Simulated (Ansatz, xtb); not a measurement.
# A geometry optimisation of ClH3N2Sn with r2SCAN-D4/def2-SVP

The starting geometry of this gas-phase singlet was built from a drawn formula by distance geometry and a force field; its bonds are those of `[Cl][SnH]1[NH][NH]1`.

```xyz
7

Cl   -2.6802    1.9385   -1.1477
N    -1.8147    0.8063    2.1491
N    -1.1909    2.0120    2.2499
Sn   -0.9470    1.2863    0.3323
H     0.1432    0.0049   -0.0446
H    -2.8260    1.0630    2.0845
H    -0.2010    1.7679    2.7186
```

Problem. Predict what becomes of its bonds when it is optimised with r2SCAN-D4/def2-SVP.

Solution. A bond breaks, giving a structure given below by its coordinates. Distances that change by over a tenth: N3–Sn4 (2.06 → 2.34 Å). Contacts that open: N2–Sn4 (2.07 → 3.26 Å).

The energy falls by 2.35 eV over 20 steps:

```tsv
step	E − E(last) (eV)
1	2.351
3	1.690
5	1.045
7	0.666
9	0.455
12	0.161
14	0.083
16	0.022
18	0.001
20	0.000
```

Final geometry (Å):

```yaml
atoms:
  - { symbol: Cl, position_ang: [-2.7820, 1.3265, -0.5750] }
  - { symbol: N, position_ang: [-2.1924, 1.3340, 2.5240] }
  - { symbol: N, position_ang: [-1.0502, 1.4673, 2.0694] }
  - { symbol: Sn, position_ang: [-0.4098, 1.8288, -0.1572] }
  - { symbol: H, position_ang: [0.0926, 0.1181, -0.0345] }
  - { symbol: H, position_ang: [-2.8322, 1.3178, 1.6891] }
  - { symbol: H, position_ang: [-0.3425, 1.4863, 2.8263] }
```

From the same start GFN2-xTB ends elsewhere, at `N[NH][Sn][Cl]`.

The end wasn't checked by frequencies. Atoms past krypton carry core potentials, without spin–orbit terms. Run with Ansatz 0.2.0, 2.6 min on 1 thread of AMD EPYC (Zen 3) (shared host).
